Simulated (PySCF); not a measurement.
Saddle point of BH$_{2}$Cl$_{3}$, singlet (BCl₃ ([Cl][B]([Cl])[Cl]) + H₂ → BHCl₂ ([Cl][BH][Cl]) + HCl; bonds formed: B1–H6, Cl2–H5; bonds broken: B1–Cl2, H5–H6), PBE0-D4/def2-TZVP structure:

B1  (-0.262, 0.237, -0.096)
Cl2  (1.746, -0.374, -0.195)
Cl3  (-1.017, 0.036, -1.672)
Cl4  (-0.375, 1.747, 0.799)
H5  (0.478, -0.890, 0.492)
H6  (-0.570, -0.755, 0.671)
(Å)

Energies are electronic, without zero-point energy. Barriers and step energies count from the start structure reached by relaxing down the imaginary mode; all methods use the PBE0-D4 structures, on which another method's saddle can fall below an end. Program: PySCF 2.14 with density fitting (its default auxiliary sets; JK sets also for MP2 and CCSD(T)). Basis: def2-TZVPP, with def2-QZVPP for the basis limit. Cores are frozen in the correlated methods. B3LYP uses VWN-RPA correlation. Extrapolation: Hartree–Fock as exp(−7.88 √X), correlation as X^−2.97.

```json
{"method": "SPW92", "barrier (kJ/mol)": "?", "step energy (kJ/mol)": "56.6"}
{"method": "PBE-D4", "barrier (kJ/mol)": "130.5", "step energy (kJ/mol)": "56.6"}
{"method": "r2SCAN-D4", "barrier (kJ/mol)": "143.6", "step energy (kJ/mol)": "56.9"}
{"method": "PBE0-D4", "barrier (kJ/mol)": "?", "step energy (kJ/mol)": "51.9"}
{"method": "B3LYP-D4", "barrier (kJ/mol)": "159.7", "step energy (kJ/mol)": "48.9"}
{"method": "BHLYP-D4", "barrier (kJ/mol)": "174.3", "step energy (kJ/mol)": "43.7"}
{"method": "wB97M-V", "barrier (kJ/mol)": "159.6", "step energy (kJ/mol)": "50.2"}
{"method": "HF", "barrier (kJ/mol)": "220.7", "step energy (kJ/mol)": "30.2"}
{"method": "MP2", "barrier (kJ/mol)": "?", "step energy (kJ/mol)": "56.4"}
{"method": "CCSD", "barrier (kJ/mol)": "173.9", "step energy (kJ/mol)": "41.5"}
{"method": "CCSD(T)", "barrier (kJ/mol)": "166.2", "step energy (kJ/mol)": "46.6"}
```

Q: Fill in the withheld barriers. (An estimate is asked for; the value comes from the calculation.)

A: By the calculation: MP2 162.9; PBE0-D4 141.0; SPW92 94.6 kJ/mol. Each is the energy of the saddle less that of the start structure, by the same method.

For comparison, the barrier by CCSD(T) at an estimated basis limit (MP2 extrapolated from triple and quadruple zeta, plus CCSD(T) − MP2 in triple zeta) is 161.9 kJ/mol.

No T1 diagnostic of these runs exceeds 0.012. The start structure is not quite a true minimum (one mode of 29i cm⁻¹). The end structure is not quite a true minimum (one mode of 54i cm⁻¹).

Labels in which every atom is bracketed show which atoms are joined, not bond orders.

For scale, one of the runs: CCSD(T)/def2-TZVPP, 185 basis functions, launched by `OMP_NUM_THREADS=4 python run.py`. Hardware: 4 CPU threads of an Arm Neoverse V2, shared host. Wall time 4.1 min; peak host memory 2 GiB.
